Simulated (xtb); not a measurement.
Input for xtb: GFN2-xTB on C2H6N2 (a complex), monomers drawn apart or pushed together.

```
$ xtb mol.xyz --gfn 2 --sp --chrg 0 --uhf 0
10

N     -0.05341501     0.00409944     0.17064993
H      0.64985827     0.30730519    -0.49366318
H      0.37040848    -0.71429221     0.74933568
H     -0.79547741    -0.43773557    -0.36034019
C     -0.32662012     1.28902286     4.28706723
C      0.34898481     0.01054510     4.42979804
N      0.88229278    -1.00548940     4.50663731
H     -1.27175723     1.27874049     4.83048056
H      0.29782619     2.09148329     4.68052850
H     -0.51434089     1.45537442     3.22437659
```

The log:

```
[...]
           -------------------------------------------------
          |                Calculation Setup                |
           -------------------------------------------------



molecular fragmentation (1/2 indicates fragments):
1111222222
# atoms in fragment 1/2:     4     6
 fragment masses (1/2) :       17.03       41.05
CMA distance (Bohr)    :   8.092
constraining FC (au)   :  0.0500

           -------------------------------------------------
          |                 G F N 2 - x T B                 |
           -------------------------------------------------

        Reference                      10.1021/acs.jctc.8b01176
      * Hamiltonian:
        H0-scaling (s, p, d)           1.850000    2.230000    2.230000
        zeta-weighting                 0.500000
      * Dispersion:
        s8                             2.700000
        a1                             0.520000
        a2                             5.000000
        s9                             5.000000
      * Repulsion:
        kExp                           1.500000    1.000000
        rExp                           1.000000
      * Coulomb:
        alpha                          2.000000
        third order                    shell-resolved
        anisotropic                    true
        a3                             3.000000
        a5                             4.000000
        cn-shift                       1.200000
        cn-exp                         4.000000
        max-rad                        5.000000


          ...................................................
          :                      SETUP                      :
          :.................................................:
          :  # basis functions                  22          :
          :  # atomic orbitals                  22          :
          :  # shells                           14          :
          :  # electrons                        24          :
          :  max. iterations                   250          :
          :  Hamiltonian                  GFN2-xTB          :
          :  restarted?                      false          :
          :  GBSA solvation                  false          :
          :  PC potential                    false          :
          :  electronic temp.          300.0000000     K    :
          :  accuracy                    1.0000000          :
          :  -> integral cutoff          0.2500000E+02      :
          :  -> integral neglect         0.1000000E-07      :
          :  -> SCF convergence          0.1000000E-05 Eh   :
          :  -> wf. convergence          0.1000000E-03 e    :
          :  Broyden damping             0.4000000          :
          :  net charge                          0          :
          :  unpaired electrons                  0          :
          ...................................................

 iter      E             dE          RMSdq      gap      omega  full diag
   1    -13.3205872 -0.133206E+02  0.507E+00    5.46       0.0  T
   2    -13.3345570 -0.139698E-01  0.300E+00    5.77       1.0  T
   3    -13.3179945  0.165625E-01  0.193E+00    5.27       1.0  T
   4    -13.3426317 -0.246373E-01  0.553E-01    5.23       1.0  T
   5    -13.3438162 -0.118448E-02  0.110E-01    5.14       1.0  T
   6    -13.3438374 -0.211706E-04  0.279E-02    5.17       1.1  T
   7    -13.3438382 -0.857460E-06  0.765E-03    5.17       4.1  T
   8    -13.3438384 -0.125159E-06  0.141E-03    5.16      22.5  T
   9    -13.3438384 -0.573730E-08  0.572E-04    5.16      55.3  T
  10    -13.3438384 -0.119048E-08  0.454E-05    5.16     697.0  T

   *** convergence criteria satisfied after 10 iterations ***

         #    Occupation            Energy/Eh            Energy/eV
      -------------------------------------------------------------
         1        2.0000           -0.6427205             -17.4893
       ...           ...                  ...                  ...
         6        2.0000           -0.5173087             -14.0767
         7        2.0000           -0.5035596             -13.7026
         8        2.0000           -0.5026148             -13.6768
         9        2.0000           -0.4596319             -12.5072
        10        2.0000           -0.4586952             -12.4817
        11        2.0000           -0.4235105             -11.5243
        12        2.0000           -0.3913039             -10.6479 (HOMO)
        13                         -0.2016088              -5.4861 (LUMO)
        14                         -0.2006697              -5.4605
        15                          0.0614818               1.6730
        16                          0.1101919               2.9985
        17                          0.1569469               4.2707
       ...                                ...                  ...
        22                          1.1026040              30.0034
      -------------------------------------------------------------
                  HL-Gap            0.1896951 Eh            5.1619 eV
             Fermi-level           -0.2964564 Eh           -8.0670 eV

 SCC (total)                   0 d,  0 h,  0 min,  0.005 sec
 SCC setup                      ...        0 min,  0.000 sec (  3.010%)
 Dispersion                     ...        0 min,  0.000 sec (  1.484%)
 classical contributions        ...        0 min,  0.000 sec (  0.673%)
 integral evaluation            ...        0 min,  0.001 sec ( 12.079%)
 iterations                     ...        0 min,  0.003 sec ( 58.184%)
 molecular gradient             ...        0 min,  0.001 sec ( 22.118%)
 printout                       ...        0 min,  0.000 sec (  2.025%)

         :::::::::::::::::::::::::::::::::::::::::::::::::::::
         ::                     SUMMARY                     ::
         :::::::::::::::::::::::::::::::::::::::::::::::::::::
         :: total energy             -13.117342001424 Eh    ::
         :: gradient norm              0.022193919478 Eh/a0 ::
         :: HOMO-LUMO gap              5.161867121709 eV    ::
         ::.................................................::
         :: SCC energy               -13.343828216323 Eh    ::
         :: -> isotropic ES            0.024455408498 Eh    ::
         :: -> anisotropic ES          0.001743575731 Eh    ::
         :: -> anisotropic XC          0.023190033185 Eh    ::
         :: -> dispersion             -0.002761130155 Eh    ::
         :: repulsion energy           0.226486214899 Eh    ::
         :: add. restraining           0.000000000000 Eh    ::
         :: total charge              -0.000000000000 e     ::
         :::::::::::::::::::::::::::::::::::::::::::::::::::::

           -------------------------------------------------
          |                Property Printout                |
           -------------------------------------------------

    * Orbital Energies and Occupations

         #    Occupation            Energy/Eh            Energy/eV
      -------------------------------------------------------------
         1        2.0000           -0.6427205             -17.4893
         2        2.0000           -0.6256225             -17.0241
         3        2.0000           -0.5973452             -16.2546
         4        2.0000           -0.5360492             -14.5866
         5        2.0000           -0.5179487             -14.0941
         6        2.0000           -0.5173087             -14.0767
         7        2.0000           -0.5035596             -13.7026
         8        2.0000           -0.5026148             -13.6768
         9        2.0000           -0.4596319             -12.5072
        10        2.0000           -0.4586952             -12.4817
        11        2.0000           -0.4235105             -11.5243
Note: The following floating-point exceptions are signalling: IEEE_UNDERFLOW_FLAG IEEE_DENORMAL
normal termination of xtb
        12        2.0000           -0.3913039             -10.6479 (HOMO)
        13                         -0.2016088              -5.4861 (LUMO)
        14                         -0.2006697              -5.4605
        15                          0.0614818               1.6730
        16                          0.1101919               2.9985
        17                          0.1569469               4.2707
        18                          0.2081579               5.6643
        19                          0.2084902               5.6733
        20                          0.2099511               5.7131
        21                          0.2158441               5.8734
        22                          1.1026040              30.0034
      -------------------------------------------------------------
                  HL-Gap            0.1896951 Eh            5.1619 eV
             Fermi-level           -0.2964564 Eh           -8.0670 eV

     #   Z          covCN         q      C6AA      α(0)
     1   7 N        2.580    -0.433    31.314     8.311
     2   1 H        0.860     0.143     1.449     1.886
     3   1 H        0.860     0.147     1.425     1.870
     4   1 H        0.860     0.143     1.449     1.886
     5   6 C        3.752    -0.109    22.636     6.785
     6   6 C        1.890     0.118    28.210     8.578
     7   7 N        0.911    -0.245    26.396     7.431
     8   1 H        0.924     0.074     2.040     2.234
     9   1 H        0.924     0.074     2.040     2.234
    10   1 H        0.924     0.087     1.904     2.158

 Mol. C6AA /au·bohr⁶  :        817.565459
 Mol. C8AA /au·bohr⁸  :      17319.976086
 Mol. α(0) /au        :         43.370213


Wiberg/Mayer (AO) data.
largest (>0.10) Wiberg bond orders for each atom

 ---------------------------------------------------------------------------
     #   Z sym  total        # sym  WBO       # sym  WBO       # sym  WBO
 ---------------------------------------------------------------------------
     1   7 N    2.935 --     4 H    0.979     2 H    0.979     3 H    0.978
     2   1 H    0.980 --     1 N    0.979
     3   1 H    0.979 --     1 N    0.978
     4   1 H    0.980 --     1 N    0.979
     5   6 C    3.994 --     6 C    1.065     9 H    0.956     8 H    0.956
                            10 H    0.951
     6   6 C    3.943 --     7 N    2.849     5 C    1.065
     7   7 N    3.004 --     6 C    2.849
     8   1 H    0.994 --     5 C    0.956
     9   1 H    0.994 --     5 C    0.956
    10   1 H    0.992 --     5 C    0.951
 ---------------------------------------------------------------------------

Topologies differ in total number of bonds
Writing topology from bond orders to xtbtopo.mol

molecular dipole:
                 x           y           z       tot (Debye)
 q only:       -0.379       0.681      -0.278
   full:       -0.472       0.813      -0.539       2.755
molecular quadrupole (traceless):
                xx          xy          yy          xz          yz          zz
 q only:        0.389       0.876       1.391      -5.886      10.899      -1.779
  q+dip:        0.508       1.501       1.798      -8.687      16.181      -2.306
   full:        0.883       2.569       0.661      -8.692      16.161      -1.543


           -------------------------------------------------
          | TOTAL ENERGY              -13.117342001424 Eh   |
          | GRADIENT NORM               0.022193919478 Eh/α |
          | HOMO-LUMO GAP               5.161867121709 eV   |
           -------------------------------------------------

------------------------------------------------------------------------
------------------------------------------------------------------------
 total:
 SCF:
```

The run finished.

Cost: roughly 0.06 core-seconds.
